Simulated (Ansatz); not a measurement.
Two structures of SiNH₃F₂, closed shell, reached by relaxing down either side of one saddle point (PBE0-D4/def2-TZVP). Energies are electronic, without zero-point energy. Ansatz 0.2.0; basis: def2-TZVPP and def2-QZVPP; cores frozen in the correlated methods. Extrapolation: Hartree–Fock as exp(−7.88 √X), correlation as X^−2.97. First:

```tsv
atom	x (Å)	y (Å)	z (Å)
Si1	-0.5717	-1.1491	-0.5653
F2	1.0227	-1.4183	-0.8383
F3	-0.8511	-0.0416	-1.7419
H4	0.4767	0.1313	1.4951
N5	0.0150	0.4457	0.6479
H6	-0.7669	1.0402	0.9027
H7	0.6754	0.9918	0.0997
```

Second:

```csv
atom,x (Å),y (Å),z (Å)
Si1,-0.1650,-0.5975,-0.1451
F2,1.1137,-1.3570,-0.6966
F3,-1.1812,-0.5829,-1.3687
H4,-0.8084,-1.3510,0.9407
N5,0.3206,0.9252,0.3851
H6,-0.2458,1.4651,1.0172
H7,0.9662,1.4981,-0.1327
```

(1) Which bonds change from the first to the second?

(2) Give the saddle point's structure and its height above each. (An estimate is asked for; the value comes from the calculation.)

The T1 diagnostic stays at or below 0.014. The restricted Hartree–Fock reference is unstable towards an unrestricted one at one or more of these structures.

Answers

(1) SiF₂ + NH₃ → SiNH₃F₂ ([NH2][SiH]([F])[F]); bonds formed: Si1–H4; dative contacts that become bonds: Si1–N5; bonds broken: H4–N5.

(2) The calculation gives: 181.7 kJ/mol above the first and 328.8 kJ/mol above the second (CCSD(T) at an estimated basis limit (MP2 extrapolated from triple and quadruple zeta, plus CCSD(T) − MP2 in triple zeta)).
Si1  (-0.305, -0.901, -0.333)
F2  (1.077, -1.250, -1.069)
F3  (-1.313, -0.473, -1.503)
H4  (-0.214, -0.476, 1.229)
N5  (0.166, 0.668, 0.513)
H6  (-0.525, 1.398, 0.645)
H7  (1.114, 1.035, 0.518)
(Å)

Losses and insertions of silylenes and their heavier kin drive the gas-phase chemistry of silicon and germanium vapour deposition.

Labels in which every atom is bracketed show which atoms are joined, not bond orders.

For scale, one of the runs: CCSD(T)/def2-TZVPP, 177 basis functions, launched by `ansatz run in.yaml --threads 2 --pin off --events-out ev --progress --plain --max-ram 4352MiB`. Time: 57 s of wall clock on 2 CPU threads of an Arm Neoverse V1; the host was shared. Peak host memory: 1.7 GiB.
